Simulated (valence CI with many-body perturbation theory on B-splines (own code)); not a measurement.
# Nd XLVI: electric-dipole lines

Computed by valence CI with perturbative core correlation (CI+MBPT): five valence electrons over a frozen Dirac-Fock core [Ne], radial functions for each j: 9 s, 9 p, 8 d, 6 f, 3 g, 1 h, with the one-electron correlation potential Σ1, the two-electron term Σ2, the three-electron term Σ3, Breit, model QED; selected CI, second order for the rest (own B-spline code, finite nucleus).

No measured spectrum was set against this ion. As an estimate, large intervals hold to a few tenths of a per cent, small ones and those within an open d or f shell to about a per cent. Among the levels kept, up to 500 cm⁻¹ of a level comes from second order outside the variational space, and about a tenth of that is noise between levels of different J, which matters for small intervals.

Lines 151 to 199 of 199 in falling wavelength, among levels below 35.654 Ry, chosen from the strongest by gf and those to the six lowest levels. Wavelengths and rates use the calculated energies. Electric multipoles are in the length gauge, E1 and E2 with the static RPA response of the core. Weak lines are less certain than strong ones. Lines between different terms over intervals too small for the method are left out, as are lines whose strength nearly cancels. The highest levels of a list are the least certain.

Levels are named by their leading jj configuration (3d3/2^4 stands for four electrons in 3d with j = 3/2), which in mixed levels can hold well under half, so a name can repeat and another be missing. Letters in brackets count levels of one name in rising energy.

| λ vac (Å) | Upper | Lower | A (s⁻¹) | S (a.u.) |
| --- | --- | --- | --- | --- |
| 46.08 | (3s 3p1/2^2 3p3/2 3d5/2) J=7/2 [b] | (3s^2 3p1/2^2 3d5/2) J=5/2 | 1.58e+11 | 6.10e-02 |
| 45.88 | (3s 3p1/2^2 3p3/2^2) J=1/2 | (3s^2 3p1/2^2 3p3/2) J=3/2 | 1.41e+11 | 1.34e-02 |
| 45.84 | (3s 3p1/2^2 3p3/2^2) J=3/2 | (3s^2 3p1/2^2 3p3/2) J=3/2 | 2.13e+11 | 4.05e-02 |
| 45.46 | (3s 3p1/2 3p3/2^3) J=5/2 | (3s^2 3p1/2 3p3/2^2) J=3/2 | 1.85e+09 | 5.14e-04 |
| 45.11 | (3s 3p1/2^2 3p3/2 3d3/2) J=5/2 [b] | (3s^2 3p1/2^2 3d3/2) J=3/2 | 2.65e+11 | 7.21e-02 |
| 44.62 | (3s 3p1/2^2 3p3/2 3d3/2) J=1/2 [b] | (3s^2 3p1/2^2 3d3/2) J=3/2 | 2.95e+11 | 2.59e-02 |
| 44.19 | (3s 3p1/2 3p3/2^3) J=3/2 [b] | (3s^2 3p1/2 3p3/2^2) J=5/2 | 5.08e+11 | 8.65e-02 |
| 43.49 | (3s 3p1/2^2 3p3/2 3d5/2) J=5/2 | (3s^2 3p1/2^2 3d3/2) J=3/2 | 5.13e+08 | 1.25e-04 |
| 42.95 | (3s 3p1/2 3p3/2^3) J=1/2 | (3s^2 3p1/2 3p3/2^2) J=3/2 | 2.02e+11 | 1.58e-02 |
| 42.77 | (3s 3p1/2 3p3/2^3) J=3/2 [b] | (3s^2 3p1/2 3p3/2^2) J=3/2 | 7.43e+10 | 1.15e-02 |
| 42.41 | (3s 3p1/2^2 3p3/2 3d5/2) J=3/2 | (3s^2 3p1/2^2 3d3/2) J=3/2 | 7.91e+09 | 1.19e-03 |
| 42.10 | (3s^2 3p1/2 3p3/2 3d3/2) J=5/2 [a] | (3s^2 3p1/2^2 3p3/2) J=3/2 | 1.32e+09 | 2.92e-04 |
| 41.86 | (3s^2 3p1/2 3p3/2 3d3/2) J=3/2 [a] | (3s^2 3p1/2^2 3p3/2) J=3/2 | 4.75e+10 | 6.88e-03 |
| 41.81 | (3s^2 3p1/2 3p3/2 3d3/2) J=1/2 [a] | (3s^2 3p1/2^2 3p3/2) J=3/2 | 3.14e+09 | 2.26e-04 |
| 40.77 | (3s^2 3p1/2 3d3/2^2) J=5/2 | (3s^2 3p1/2^2 3d3/2) J=3/2 | 3.74e+11 | 7.50e-02 |
| 40.07 | (3s^2 3p3/2^2 3d3/2) J=3/2 [a] | (3s^2 3p1/2 3p3/2^2) J=1/2 | 7.48e+10 | 9.49e-03 |
| 40.01 | (3s^2 3p3/2^2 3d3/2) J=1/2 | (3s^2 3p1/2 3p3/2^2) J=1/2 | 6.60e+10 | 4.17e-03 |
| 38.81 | (3s^2 3p3/2^2 3d3/2) J=5/2 | (3s^2 3p1/2 3p3/2^2) J=5/2 | 5.52e+11 | 9.55e-02 |
| 38.69 | (3s^2 3p3/2^2 3d3/2) J=7/2 | (3s^2 3p1/2 3p3/2^2) J=5/2 | 5.87e+11 | 1.34e-01 |
| 38.62 | (3s^2 3p3/2^2 3d3/2) J=3/2 [a] | (3s^2 3p1/2 3p3/2^2) J=5/2 | 3.76e+11 | 4.27e-02 |
| 38.48 | (3s^2 3p3/2^2 3d5/2) J=1/2 | (3s^2 3p1/2 3p3/2^2) J=1/2 | 1.26e+09 | 7.09e-05 |
| 38.19 | (3s^2 3p3/2^2 3d3/2) J=3/2 [b] | (3s^2 3p1/2 3p3/2^2) J=1/2 | 7.48e+11 | 8.23e-02 |
| 38.04 | (3s^2 3p1/2 3p3/2 3d3/2) J=5/2 [b] | (3s^2 3p1/2^2 3p3/2) J=3/2 | 7.81e+11 | 1.27e-01 |
| 37.74 | (3s^2 3p3/2^2 3d5/2) J=7/2 | (3s^2 3p1/2 3p3/2^2) J=5/2 | 4.97e+10 | 1.05e-02 |
| 37.71 | (3s^2 3p3/2^2 3d3/2) J=5/2 | (3s^2 3p1/2 3p3/2^2) J=3/2 | 2.88e+11 | 4.57e-02 |
| 37.60 | (3s^2 3p1/2 3p3/2 3d5/2) J=3/2 [a] | (3s^2 3p1/2^2 3p3/2) J=3/2 | 3.44e+09 | 3.61e-04 |
| 37.53 | (3s^2 3p3/2^2 3d3/2) J=3/2 [a] | (3s^2 3p1/2 3p3/2^2) J=3/2 | 6.76e+11 | 7.05e-02 |
| 37.48 | (3s^2 3p3/2^2 3d3/2) J=1/2 | (3s^2 3p1/2 3p3/2^2) J=3/2 | 1.07e+12 | 5.53e-02 |
| 37.33 | (3s^2 3p1/2 3p3/2 3d3/2) J=3/2 [b] | (3s^2 3p1/2^2 3p3/2) J=3/2 | 1.38e+12 | 1.42e-01 |
| 37.29 | (3s^2 3p1/2 3p3/2 3d3/2) J=1/2 [b] | (3s^2 3p1/2^2 3p3/2) J=3/2 | 1.02e+12 | 5.22e-02 |
| 37.07 | (3s^2 3p1/2 3p3/2 3d5/2) J=5/2 [a] | (3s^2 3p1/2^2 3p3/2) J=3/2 | 6.49e+10 | 9.79e-03 |
| 36.87 | (3s^2 3p3/2^2 3d3/2) J=3/2 [b] | (3s^2 3p1/2 3p3/2^2) J=5/2 | 2.77e+10 | 2.74e-03 |
| 36.13 | (3s^2 3p3/2^2 3d5/2) J=1/2 | (3s^2 3p1/2 3p3/2^2) J=3/2 | 1.37e+10 | 6.38e-04 |
| 35.88 | (3s^2 3p3/2^2 3d3/2) J=3/2 [b] | (3s^2 3p1/2 3p3/2^2) J=3/2 | 4.15e+09 | 3.79e-04 |
| 35.10 | (3s^2 3p3/2^2 3d5/2) J=5/2 | (3s^2 3p1/2 3p3/2^2) J=5/2 | 3.90e+08 | 5.00e-05 |
| 34.94 | (3s^2 3p1/2 3p3/2 3d5/2) J=5/2 [b] | (3s^2 3p1/2^2 3p3/2) J=3/2 | 3.30e+10 | 4.17e-03 |
| 34.50 | (3s^2 3p1/2 3p3/2 3d5/2) J=3/2 [b] | (3s^2 3p1/2^2 3p3/2) J=3/2 | 2.71e+10 | 2.20e-03 |
| 34.30 | (3s^2 3p1/2 3p3/2 3d5/2) J=1/2 | (3s^2 3p1/2^2 3p3/2) J=3/2 | 2.72e+10 | 1.08e-03 |
| 34.20 | (3s^2 3p3/2^2 3d5/2) J=5/2 | (3s^2 3p1/2 3p3/2^2) J=3/2 | 2.17e+07 | 2.57e-06 |
| 32.45 | (3s 3p1/2 3p3/2^3) J=3/2 [a] | (3s^2 3p1/2^2 3p3/2) J=3/2 | 3.37e+09 | 2.27e-04 |
| 31.50 | (3s 3p1/2 3p3/2^3) J=5/2 | (3s^2 3p1/2^2 3p3/2) J=3/2 | 2.41e+09 | 2.24e-04 |
| 30.27 | (3s 3p1/2 3p3/2^3) J=1/2 | (3s^2 3p1/2^2 3p3/2) J=3/2 | 1.04e+09 | 2.86e-05 |
| 30.18 | (3s 3p1/2 3p3/2^3) J=3/2 [b] | (3s^2 3p1/2^2 3p3/2) J=3/2 | 1.54e+09 | 8.38e-05 |
| 27.58 | (3s^2 3p3/2^2 3d3/2) J=5/2 | (3s^2 3p1/2^2 3p3/2) J=3/2 | 6.41e+07 | 3.98e-06 |
| 27.48 | (3s^2 3p3/2^2 3d3/2) J=3/2 [a] | (3s^2 3p1/2^2 3p3/2) J=3/2 | 5.31e+06 | 2.18e-07 |
| 27.45 | (3s^2 3p3/2^2 3d3/2) J=1/2 | (3s^2 3p1/2^2 3p3/2) J=3/2 | 4.47e+08 | 9.13e-06 |
| 26.72 | (3s^2 3p3/2^2 3d5/2) J=1/2 | (3s^2 3p1/2^2 3p3/2) J=3/2 | 9.29e+08 | 1.75e-05 |
| 26.58 | (3s^2 3p3/2^2 3d3/2) J=3/2 [b] | (3s^2 3p1/2^2 3p3/2) J=3/2 | 9.56e+08 | 3.54e-05 |
| 25.65 | (3s^2 3p3/2^2 3d5/2) J=5/2 | (3s^2 3p1/2^2 3p3/2) J=3/2 | 8.42e+08 | 4.21e-05 |
